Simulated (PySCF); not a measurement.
B2PLYP on O³⁺ (oxygen, charge +3)

Configuration: [He] 2s2 2p1, 2P determinant. All numbers are calculated (PySCF 2.14, the spin-free X2C one-electron Hamiltonian (Gaussian nucleus), in aug-cc-pCVQZ-DK).

* Total energy, PT2 part included: -71.2854 hartree
* One-electron energy: -86.2294 hartree
* Hartree (Coulomb) energy: 21.7661 hartree
* Exchange-correlation energy: -6.7994 hartree
* PT2 correlation before scaling by 0.27: -0.08392 hartree
* ⟨S²⟩: 0.7518
* ⟨L²⟩: 2.005
* Sum of ⟨r⟩: 3.266 bohr
* Sum of ⟨r²⟩: 3.388 bohr²
* Traceless quadrupole moment −½Σ⟨3z² − r²⟩ along its main axis: -0.398 e·bohr²
* Langevin diamagnetic susceptibility: -2.68 ×10⁻⁶ cm³/mol

| shell | electrons | mean orbital energy (hartree) | rms radius, mean of both spins (bohr) |
| --- | --- | --- | --- |
| 1s α | 1 | -22.55660 | 0.230 |
| 1s β | 1 | -22.50962 | 0.230 |
| 2s α | 1 | -3.16714 | 1.07 |
| 2s β | 1 | -3.02379 | 1.07 |
| 2p α | 1 | -2.68158 | 1.01 |

The orbital energies are those of the SCF part of the double hybrid.
